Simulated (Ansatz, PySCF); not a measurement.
This quintet lies 0.73 eV below the relaxed triplet at the level B3LYP-D3(BJ)/def2-TZVP // PBE-D3(BJ)/def2-SVP (PySCF).

Species: [Fe(NH3)4]2+ (charge 2, multiplicity 5).

Task: Give a relaxed geometry from PBE-D3(BJ)/def2-SVP in Ansatz (an electronic-structure program).

Result: the end point of this relaxation.
Z-matrix (Å, degrees):
```
Fe
N 1 2.1187
H 2 1.0359 1 115.17
H 2 1.0359 3 104.48 1 127.35
H 2 1.0361 3 104.25 4 109.15
N 1 2.1187 2 105.64 3 60.87
H 6 1.0359 1 115.17 2 60.77
H 6 1.0359 7 104.48 1 127.35
H 6 1.0360 7 104.25 8 109.15
N 1 2.1187 2 111.48 3 -60.23
H 10 1.0359 1 115.16 2 177.96
H 10 1.0359 11 104.48 1 -127.35
H 10 1.0360 11 104.26 12 -109.15
N 1 2.1187 2 111.35 3 -177.94
H 14 1.0359 1 115.17 2 -178.08
H 14 1.0359 15 104.48 1 127.35
H 14 1.0360 15 104.25 16 109.15
```
